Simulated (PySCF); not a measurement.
Molfile (atoms numbered from 1):
```
C6H14BP
     RDKit          3D

 22 22  0  0  0  0  0  0  0  0999 V2000
   -2.6483   -1.1550   -1.2932 B   0  0  0  0  0  0  0  0  0  0  0  0
   -1.6675    0.4236   -0.8485 P   0  0  1  0  0  0  0  0  0  0  0  0
   -2.3040    1.3012    0.6187 C   0  0  0  0  0  0  0  0  0  0  0  0
    0.0938    0.1980   -0.5530 C   0  0  0  0  0  0  0  0  0  0  0  0
    0.6907   -1.0014   -0.6356 C   0  0  0  0  0  0  0  0  0  0  0  0
    2.1677   -0.9037   -0.3970 C   0  0  0  0  0  0  0  0  0  0  0  0
    2.3407    0.5098    0.1865 C   0  0  0  0  0  0  0  0  0  0  0  0
    1.0908    1.2933   -0.2545 C   0  0  0  0  0  0  0  0  0  0  0  0
   -2.5073   -1.8641   -0.3032 H   0  0  0  0  0  0  0  0  0  0  0  0
   -3.7974   -0.7646   -1.4484 H   0  0  0  0  0  0  0  0  0  0  0  0
   -2.1367   -1.6069   -2.3069 H   0  0  0  0  0  0  0  0  0  0  0  0
   -1.6820    1.4513   -1.8302 H   0  0  0  0  0  0  0  0  0  0  0  0
   -3.3544    1.5702    0.4389 H   0  0  0  0  0  0  0  0  0  0  0  0
   -1.7254    2.2061    0.8497 H   0  0  0  0  0  0  0  0  0  0  0  0
   -2.2632    0.6078    1.4710 H   0  0  0  0  0  0  0  0  0  0  0  0
    0.1696   -1.9284   -0.8894 H   0  0  0  0  0  0  0  0  0  0  0  0
    2.7052   -1.0314   -1.3554 H   0  0  0  0  0  0  0  0  0  0  0  0
    2.5453   -1.6958    0.2695 H   0  0  0  0  0  0  0  0  0  0  0  0
    3.2784    0.9925   -0.1238 H   0  0  0  0  0  0  0  0  0  0  0  0
    2.3580    0.4471    1.2858 H   0  0  0  0  0  0  0  0  0  0  0  0
    1.2740    1.8903   -1.1672 H   0  0  0  0  0  0  0  0  0  0  0  0
    0.7448    2.0033    0.5140 H   0  0  0  0  0  0  0  0  0  0  0  0
  1  2  1  0
  2  3  1  0
  2  4  1  0
  4  5  2  0
  5  6  1  0
  6  7  1  0
  7  8  1  0
  8  4  1  0
  1  9  1  0
  1 10  1  0
  1 11  1  0
  2 12  1  6
  3 13  1  0
  3 14  1  0
  3 15  1  0
  5 16  1  0
  6 17  1  0
  6 18  1  0
  7 19  1  0
  7 20  1  0
  8 21  1  0
  8 22  1  0
M  CHG  2   1  -1   2   1
M  END
```

Geometry: PBE0-D3(BJ)/def2-SVP; GIAO shifts from PySCF 2.14, gas phase, non-relativistic, averaged over equivalent atoms.

At B97-2/pcSseg-1 (213 basis functions, 28 s wall time on 1 thread of an Arm Neoverse V2, shared host):
```json
{"atoms": "B1", "δ (ppm)": "-46.6"}
{"atoms": "P2", "δ (ppm)": "-49.7"}
{"atoms": "C5", "δ (ppm)": "157.9"}
{"atoms": "C4", "δ (ppm)": "135.4"}
{"atoms": "C6", "δ (ppm)": "37.4"}
{"atoms": "C8", "δ (ppm)": "36.8"}
{"atoms": "C7", "δ (ppm)": "27.3"}
{"atoms": "C3", "δ (ppm)": "8.7"}
{"atoms": "H16", "δ (ppm)": "7.03"}
{"atoms": "H12", "δ (ppm)": "4.90"}
{"atoms": "H17", "δ (ppm)": "2.51"}
{"atoms": "H18", "δ (ppm)": "2.49"}
{"atoms": "H22", "δ (ppm)": "2.41"}
{"atoms": "H21", "δ (ppm)": "2.29"}
{"atoms": "H19", "δ (ppm)": "2.00"}
{"atoms": "H20", "δ (ppm)": "1.79"}
{"atoms": "H13/H14/H15", "δ (ppm)": "1.25"}
{"atoms": "H9/H10/H11", "δ (ppm)": "0.97"}
```

References, each an isolated molecule treated in the same way: BF3·OEt2 for ¹¹B (σref 101.82); ³¹P (σref 316.18) against H3PO4; ¹³C (σref 183.69), ¹H (σref 31.38) against TMS.

Problem. What do these become at PBE0/pcSseg-1?

Solution. 
```csv
atoms,δ at PBE0/pcSseg-1,change
B1,-48.4,-1.8
P2,-55.2,-5.5
C5,161.7,+3.8
C4,138.7,+3.3
C6,37.5,+0.1
C8,36.8,+0.0
C7,26.9,-0.4
C3,8.4,-0.3
H16,7.07,+0.04
H12,4.94,+0.04
H17,2.51,+0.00
H18,2.50,+0.01
H22,2.41,+0.00
H21,2.29,+0.00
H19,2.01,+0.01
H20,1.81,+0.02
H13/H14/H15,1.23,-0.02
H9/H10/H11,1.00,+0.03
```

Scale: ¹¹B (100.73 ppm) vs BF3·OEt2; H3PO4 for ³¹P (310.13 ppm); TMS for ¹³C (184.41 ppm) and ¹H (31.27 ppm) (reference shieldings calculated alike).

The largest change is at P2 (phosphorus bonded to 2 C, B, H). Cost: 213 basis functions, 39 s wall time on 1 thread of an Arm Neoverse V2, shared host. The order of the carbon signals is the same at both levels.

Experimental scales use liquid or dissolved standards, which lie at an offset from isolated H3PO4.
